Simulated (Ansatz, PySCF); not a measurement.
CH6OTi, SMILES C[O][TiH3], multiplicity 1. Atoms are numbered in the order given.

```xyz
9

Ti     0.0000     0.0000     0.9703
O      0.0000     0.0000    -0.7458
C      0.0000     0.0000    -2.1355
H     -0.2305    -1.0084    -2.5145
H     -0.7581     0.7038    -2.5144
H      0.9886     0.3046    -2.5144
H      0.3727     1.5823     1.4627
H      1.1839    -1.1139     1.4627
H     -1.5566    -0.4684     1.4627
```
Charge 0, spin multiplicity 1.

The structure is a stationary point at PBE0-D3(BJ)/def2-SVP. The spin state was assumed, not searched.

Two levels are set side by side: PBE-D3(BJ)/def2-SVP (Ansatz, a quantum-chemistry and plane-wave program) and PBE0-D3(BJ)/def2-SVP (Ansatz). Each level has its own optimised geometry; the coordinates shown are those of the second. Frequencies come from the Hessian of PySCF at each geometry. Differences are taken from unrounded values.

| quantity | PBE0-D3(BJ) | PBE-D3(BJ) | PBE-D3(BJ) minus PBE0-D3(BJ) |
|---|---|---|---|
| mean bond length (Å) | 1.438 | 1.451 | 0.013 |
| bond Ti1–O2 (Å) | 1.716 | 1.726 | 0.010 |
| bond O2–C3 (Å) | 1.390 | 1.400 | 0.010 |
| bond Ti1–H7 (Å) | 1.699 | 1.717 | 0.019 |
| bond Ti1–H8 (Å) | 1.699 | 1.717 | 0.019 |
| bond Ti1–H9 (Å) | 1.699 | 1.717 | 0.019 |
| bond C3–H4 (Å) | 1.102 | 1.111 | 0.009 |
| bond C3–H5 (Å) | 1.102 | 1.111 | 0.009 |
| bond C3–H6 (Å) | 1.102 | 1.111 | 0.009 |
| highest harmonic wavenumber (cm⁻¹) | 3145 | 3044 | -101 |
| mean harmonic wavenumber (cm⁻¹) | 1240 | 1202 | -39 |
| zero-point energy (kcal/mol) | 37.24 | 36.07 | -1.16 |

Exact exchange shortens and stiffens bonds; PBE has none. Differences between two approximate levels are no errors against the true value.
